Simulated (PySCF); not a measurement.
## Radial density of Pb (lead, neutral)

M06, [Xe] 4f14 5d10 6s2 6p1 6d1, one real determinant (an excited configuration). Calculation: PySCF 2.14, in aug-cc-pVQZ-PP with ECP60MDF; scalar relativity through the core potential. This is the valence pseudo-density: the core potential removes the inner electrons and smooths the orbitals near the nucleus.

```json
{"r (bohr)": "0.0132", "4πr²ρ (e/bohr)": "1.285e-05", "4πr²(ρα − ρβ)": "0.0000"}
{"r (bohr)": "0.0223", "4πr²ρ (e/bohr)": "2.541e-05", "4πr²(ρα − ρβ)": "0.0000"}
{"r (bohr)": "0.0375", "4πr²ρ (e/bohr)": "4.195e-05", "4πr²(ρα − ρβ)": "0.0000"}
{"r (bohr)": "0.0630", "4πr²ρ (e/bohr)": "7.424e-05", "4πr²(ρα − ρβ)": "0.0000"}
{"r (bohr)": "0.106", "4πr²ρ (e/bohr)": "0.0003063", "4πr²(ρα − ρβ)": "0.0000"}
{"r (bohr)": "0.178", "4πr²ρ (e/bohr)": "0.003440", "4πr²(ρα − ρβ)": "0.0000"}
{"r (bohr)": "0.300", "4πr²ρ (e/bohr)": "0.09440", "4πr²(ρα − ρβ)": "0.0006"}
{"r (bohr)": "0.504", "4πr²ρ (e/bohr)": "3.559", "4πr²(ρα − ρβ)": "0.0214"}
{"r (bohr)": "0.848", "4πr²ρ (e/bohr)": "20.23", "4πr²(ρα − ρβ)": "0.0741"}
{"r (bohr)": "1.43", "4πr²ρ (e/bohr)": "10.33", "4πr²(ρα − ρβ)": "0.0525"}
{"r (bohr)": "2.40", "4πr²ρ (e/bohr)": "2.275", "4πr²(ρα − ρβ)": "0.4036"}
{"r (bohr)": "4.04", "4πr²ρ (e/bohr)": "0.4047", "4πr²(ρα − ρβ)": "0.2887"}
{"r (bohr)": "6.79", "4πr²ρ (e/bohr)": "0.2047", "4πr²(ρα − ρβ)": "0.2046"}
{"r (bohr)": "11.4", "4πr²ρ (e/bohr)": "0.01416", "4πr²(ρα − ρβ)": "0.0141"}
```

⟨L²⟩ = 8.00 against 12 for a pure F term, so this real determinant mixes terms. Energies and moments cover only the electrons outside the core potential. Spin-orbit coupling, absent here, splits the open shell strongly. The outer electron is Rydberg-like, and this basis confines it to a smaller radius and binds it less than a complete one would.
